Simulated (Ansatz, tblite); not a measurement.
Cost and result up the ladder for Ge3F8 (11 atoms). Charge 0, multiplicity 1. Geometry: PBE-D4/def2-SVP.

```xyz
11

Ge    1.693    0.228    1.320
F     2.387   -0.762    2.566
F     1.361    1.785    2.014
F     2.908    0.466    0.101
Ge   -0.337   -0.749    0.333
F    -1.523   -0.886    1.607
F     0.058   -2.376   -0.161
Ge   -1.434    0.349   -1.575
F    -0.360    0.444   -2.937
F    -1.883    1.977   -1.170
F    -2.869   -0.476   -2.097
```

Ansatz on 4 threads of Arm Neoverse V1 on a shared host; xTB runs through tblite on one thread. Times are rough, summed over both states, and most runs start from the orbitals of an earlier one. PBE0-D4/def2-TZVP serves as the yardstick here, not as an exact answer. The other state is a triplet.

The xTB rows come from tblite.

xTB has no spin-polarisation term.

```tsv
level	functions	wall time	vertical triplet (eV)	difference from PBE0-D4/def2-TZVP (eV)
GFN2-xTB	59	0.022 s	4.00	-0.97
GFN1-xTB	59	0.024 s	3.71	-1.26
PBE-D4/def2-TZVP	392	21 s	4.36	-0.61
r2SCAN-D4/def2-TZVP	392	48 s	4.68	-0.29
PBE0-D4/def2-TZVP	392	75 s	4.97	0.00
```
